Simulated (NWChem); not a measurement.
System: C3H8N2; SMILES C1NCC1N

Here is an NWChem input.

```
start job
memory heap 200 mb stack 900 mb global 1100 mb
geometry units angstroms noautosym nocenter noautoz
  N      0.088448     1.731547    -0.379801
  C     -0.010392     0.580380     0.505470
  C      1.055926    -0.499761     0.190355
  N      0.021881    -1.269248    -0.544164
  C     -1.052669    -0.533189     0.162606
  H      0.082895     1.410926    -1.348202
  H     -0.731216     2.327704    -0.269525
  H     -0.035661     0.939598     1.538413
  H      1.437981    -0.987779     1.100328
  H      1.905942    -0.172048    -0.420529
  H      0.033881    -2.276210    -0.397922
  H     -1.903005    -0.244043    -0.469988
  H     -1.437634    -1.034720     1.065465
end
basis spherical
  N library 6-31+g*
  C library 6-31+g*
  H library 6-31+g*
end
dft
  xc slater vwn_5
  iterations 150
end
property
  response 1 0.0
end
task dft property
```

All runs use the structure optimised with B3LYP/6-31G* (spherical d).

Static field.

Task: Give the results of this calculation. (LDA (Slater exchange, VWN5)/6-31+G* (spherical d).) Quantities: isotropic polarisability (bohr³); anisotropy (bohr³).

Result: 
```
Item                              Value
--------------------------------  -----
isotropic polarisability (bohr³)   53.8
anisotropy (bohr³)                  6.5
```
